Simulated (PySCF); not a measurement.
## ORD: `C1[C@]2(N)CCC[C@@H]21`, C$_{6}$H$_{11}$N

Geometry (Å), atoms numbered from 1 in this order:
```xyz
18

N    -1.4639   -1.3065    1.0357
C    -0.6222   -0.2605    0.5435
C     0.8404   -0.3358    0.9685
C     1.6427   -0.2184   -0.3347
C     0.7678    0.6094   -1.2905
C    -0.6562    0.3255   -0.8536
C    -1.1702    1.1130    0.3238
H    -2.4314   -1.1433    0.7822
H    -1.1803   -2.2055    0.6582
H     1.0819    0.4816    1.6492
H     1.0371   -1.2729    1.4868
H     1.7941   -1.2134   -0.7572
H     2.6219    0.2318   -0.1765
H     0.9962    1.6731   -1.1928
H     0.9325    0.3252   -2.3293
H    -1.3640   -0.0096   -1.5990
H    -0.5961    1.9617    0.6649
H    -2.2390    1.2509    0.4090
```

Computed with PySCF, TDDFT PBE0/aug-cc-pVDZ circular dichroism and optical rotation, one conformer, gas phase. Geometry: GFN2-xTB.

The molecule is flexible and this is one conformer; a measurement averages over conformers. States above about 6.2 eV (minus the energy of the highest occupied orbital) lie near or above the ionisation threshold and depend on the basis.

Stereocentres: C2 R, C6 R.

(1) Give the optical rotatory dispersion at 633, 589.3, 546, 436, 405, 365, 355 nm.

(2) And for the mirror image at 589.3 nm?

(3) What is the molar rotation [Φ] = [α]·M/100 of the geometry above at 589.3 nm?

## Answers

(1) [α] in deg dm⁻¹ (g/mL)⁻¹:
```
λ (nm)  origin-invariant length gauge  modified velocity gauge  length gauge (centre of mass)  isotropic polarisability (au)
   633                          -50.3                    -58.8                          -50.3                           78.8
 589.3                          -60.4                    -70.5                          -60.4                           79.1
   546                          -74.1                    -86.1                          -74.1                           79.5
   436                         -146.7                   -167.9                         -146.7                           81.1
   405                         -191.2                   -217.2                         -191.1                           81.8
   365                         -294.5                   -330.5                         -294.4                           83.2
   355                         -335.8                   -375.4                         -335.8                           83.6
```

(2) +60.4 deg dm⁻¹ (g/mL)⁻¹ (origin-invariant length gauge): the same size and the opposite sign.

(3) With M = 97.16 g/mol, -58.7 deg cm² dmol⁻¹ (origin-invariant length gauge).

The first excitation lies at 5.02 eV (247 nm) with R = -11.1 × 10⁻⁴⁰ esu² cm² (velocity form).
